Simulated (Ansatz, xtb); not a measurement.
Relaxing a trial structure of AlFH3Sn

The starting geometry of this gas-phase doublet was built from a drawn formula by distance geometry and a force field; its bonds are those of `[F][SnH][AlH2]`.

```xyz
6

Al   -1.7117   -1.7231    1.2205
F    -1.8226    1.4907   -0.7280
Sn   -2.0546   -0.4179   -1.0606
H    -0.8292   -0.9506   -2.2096
H    -0.5998   -2.8452    1.3614
H    -2.7653   -1.4405    2.4066
```

Q: Where would you expect an optimisation with r2SCAN-D4/def2-SVP to take it?

A: It keeps its bonds, and is `[F][SnH][AlH2]`.

The energy falls by 0.18 eV over 10 steps:

| step | E − E(last) (eV) |
| --- | --- |
| 1 | 0.183 |
| 2 | 0.106 |
| 3 | 0.096 |
| 4 | 0.049 |
| 5 | 0.013 |
| 6 | 0.011 |
| 7 | 0.002 |
| 8 | 0.000 |
| 9 | 0.000 |
| 10 | 0.000 |

Final geometry (Å):

```xyz
6

Al   -1.6327   -1.7530    1.3382
F    -2.3008    1.3032   -0.9119
Sn   -1.7634   -0.5774   -1.0068
H    -0.5854   -0.5119   -2.2711
H    -1.0542   -3.2312    1.3031
H    -2.4468   -1.1162    2.5388
```

From the same start GFN2-xTB ends elsewhere, differing in Al1–H4 (1.68 against 3.96 Å here), Sn3–H4 (2.58 against 1.73 Å here).

The end wasn't checked by frequencies. Open shells are spin-unrestricted. Atoms past krypton carry core potentials, without spin–orbit terms. Run with Ansatz 0.2.0, 3.3 min on 1 thread of Arm Neoverse N1 (shared host).
